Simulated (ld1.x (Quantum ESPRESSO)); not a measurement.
## platinum, PAW: configuration errors across variants

```json
{"Element": "Pt", "Generator": "ld1.x (Quantum ESPRESSO) 7.5", "Type": "PAW", "Functional": "Wu–Cohen", "Relativity": "scalar-relativistic", "Frozen core": "[Xe] 4f14", "Valence charge": "10", "Reference configuration": "5d8.5 6s0 6p0 (charge +1.5)", "Partial waves": "6s (bound, empty): rcut 1.85, rcutus 2.15 bohr; 6s channel at -0.55 Ry: rcut 1.85, rcutus 2.15 bohr; 6p (bound, empty): rcut 1.80, rcutus 2.50 bohr; 6p channel at -0.35 Ry: rcut 1.80, rcutus 2.50 bohr; 5d (bound): rcut 2.35, rcutus 2.50 bohr; 5d channel at 2.75 Ry: rcut 2.35, rcutus 2.50 bohr", "Local potential": "all-electron potential smoothed inside 1.75 bohr (lloc = -2)", "Core correction": "Bessel-smoothed model core, default radius (core density twice the valence density)", "Augmentation charge": "GAUSS, radius 1.35 bohr"}
```

All-electron excitation energies from the reference (eV): (1) 5d9 6s1 6p0 -17.784; (2) 5d9 6s0 6p0 -8.553; (3) 5d8 6s0 6p0 11.449; (4) 5d8 6s1 6p1 -11.129; (5) 5d9 6s0 6p1 -12.599; (6) 5d9.5 6s0.5 6p0 -17.897; (7) 5d9 6s0.5 6p0 -14.069.

The default core radius of the base comes out at 1.08 bohr.

The overlap operator is not positive definite (basis up to 400 Ry) in “type ultrasoft; local potential all-electron potential smoothed inside 1.65 bohr (lloc = -1); augmentation built from norm-conserving waves at rcut, not smoothed further”. Such files are unfit for use, however small their errors in these radial tests.

2 further variants failed, have other tests or another functional or relativity, and are left out.

A true bound ghost makes a file unfit for plane-wave use even where its test errors are small: the radial tests pick states by their node count and pass the ghost by.

The file “type ultrasoft; local potential all-electron potential smoothed inside 1.65 bohr (lloc = -1); augmentation built from norm-conserving waves at rcut, not smoothed further” misses its own reference levels by 2.7 eV.

Errors AE − PS in meV (a dash: test not solved or not reliable):

```csv
change,(1),(2),(3),(4),(5),(6),(7),bound ghosts
base,-0.4,-3.9,-10,-8.4,+0.5,-6.2,-1.3,none
"waves 6p (bound): rcut 1.80, rcutus 3.74 bohr; 6p channel at -0.35 Ry: rcut 1.80, rcutus 3.74 bohr",-0.4,-3.9,-10,+9.3,+1.3,-6.2,-1.3,none
"waves 5d (bound): rcut 2.35, rcutus 3.50 bohr; 5d channel at 2.75 Ry: rcut 2.35, rcutus 3.50 bohr",–,–,–,–,–,–,–,none
"all radii but the core radius scaled by about 1.18 (s 2.54, p 2.96, d 2.96 bohr, rcut 2.20/2.14/2.78); local potential all-electron potential smoothed inside 2.08 bohr (lloc = -2); augmentation GAUSS, radius 1.60 bohr",–,–,–,–,–,–,–,none
local potential all-electron potential smoothed inside 1.20 bohr (lloc = -2),-0.3,-4.6,-11,-8.2,-0.3,-8.5,-1.8,"s, p"
"wave 6s channel at -0.55 Ry: rcut 1.85, rcutus 2.15 bohr becomes 6s channel at 0.99 Ry: rcut 1.85, rcutus 2.15 bohr",-0.4,-3.9,-10,-8.4,+0.5,-6.1,-1.3,none
"type ultrasoft; local potential all-electron potential smoothed inside 1.65 bohr (lloc = -1); augmentation built from norm-conserving waves at rcut, not smoothed further",+2071,+1184,-1502,+523,+1682,+2442,+1667,"s, p (d not tested, overlap not positive)"
core correction Bessel-smoothed model core inside 1.30 bohr,-0.4,-3.9,-10,-8.4,+0.5,-6.2,-1.4,none
"waves 6s (bound): rcut 1.85, rcutus 2.60 bohr; 6s channel at -0.55 Ry: rcut 1.85, rcutus 2.60 bohr",+3.4,-3.9,-10,+29,+0.4,-8.8,-2.5,none
```

(1) Give the same row for: local potential all-electron potential smoothed inside 2.10 bohr (lloc = -1).

## Answers

(1) -4.6, -2.9, -9.2, -11, +1.0, -3.6, -45; bound ghosts: s.
